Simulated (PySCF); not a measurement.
Shifts of the heteroatoms

Cartesian coordinates in Å; atom numbers follow the order of the lines, from 1:
```xyz
13

C    -0.785    1.723   -0.502
C    -0.208    0.616   -0.040
O     1.133    0.641    0.277
C     1.848   -0.520    0.303
F     3.141   -0.165    0.308
F     1.652   -1.242   -0.825
C    -0.984   -0.626    0.241
O    -0.616   -1.515    0.967
O    -2.162   -0.638   -0.379
H    -1.837    1.743   -0.714
H    -0.206    2.616   -0.656
H     1.660   -1.177    1.167
H    -2.641   -1.456   -0.164
```

Theoretical values (PySCF 2.14): B3LYP/pcJ-1 coupling constants (spin–dipole term only in couplings to heteroatoms), coordinates at the GFN2-xTB level, GIAO PBE0/pcSseg-1 shieldings. Rapidly exchanging positions averaged, no relativistic terms, single conformer, gas phase.

**Question.** Predict the ¹⁹F NMR data.

**Answer.** 
```csv
atoms,environment,σ (ppm),δ (ppm)
F5/F6,fluorine of a CF2 group,272.2,-84.9
```

Shieldings were converted by a linear fit to measured shifts: ¹⁹F: δ = 146.13 − 0.903σ +14.6 on sp3 carbon (rms 6.0 ppm, 223 shifts, 7.0 ppm with the 5 outliers that the fit left out vs CFCl3, solution or neat liquid). Occasional misses reach two or three times the rms, and more in compound classes unlike the fitted ones. Couplings are scaled by factors fitted to measured values: ²J(H,H) × 0.95 (rms 1.3 Hz), ¹J(C,F) × 0.77 (rms 8.7 Hz), ³J(C,F) × 1.46 (rms 1.5 Hz); all others are unscaled and can be 10–30 % off.

Couplings (the largest are listed; each averaged over equivalent pairs): ¹J(C4,F5) = -252.6 Hz, ²J(F5,F6) = 138.6 Hz, ²J(F5,H12) = 86.5 Hz, ²J(O3,F5) = -29.3 Hz, ³J(C2,F5) = 4.8 Hz.

On a 400 MHz spectrometer ¹⁹F resonates near 376.4 MHz, so 1 ppm is 376.4 Hz.

**Question.** Where does ¹⁷O resonate?

**Answer.** 
```csv
atoms,environment,σ (ppm),δ (ppm)
O8,carbonyl oxygen,-89.7,348.4
O9,acid hydroxyl oxygen,134.4,144.3
O3,ether oxygen,166.9,114.6
```

Shieldings were converted by a linear fit to measured shifts: ¹⁷O (scatter 10.7 ppm rms, 12.2 ppm with the 3 outliers that the fit left out vs liquid water, solution or neat liquid). Occasional misses reach two or three times the rms, and more in compound classes unlike the fitted ones. Couplings are scaled by factors fitted to measured values: ²J(H,H) × 0.95 (rms 1.3 Hz), ¹J(C,F) × 0.77 (rms 8.7 Hz), ³J(C,F) × 1.46 (rms 1.5 Hz); all others are unscaled and can be 10–30 % off.

Couplings (the largest are listed; each averaged over equivalent pairs; quadrupolar broadening usually hides them): ²J(O3,F5) = -29.3 Hz, ²J(O3,H12) = -8.5 Hz, ³J(O3,H10) = -11.9 Hz, ³J(O3,H11) = -4.2 Hz.

On a 500 MHz spectrometer ¹⁷O resonates near 67.8 MHz, so 1 ppm is 67.8 Hz.

In solution the two oxygens of a carboxylic acid exchange roles by proton transfer and give one 17O line. Hydrogen bonding in solution shields acid and N–H amide carbonyl oxygens by tens of ppm.
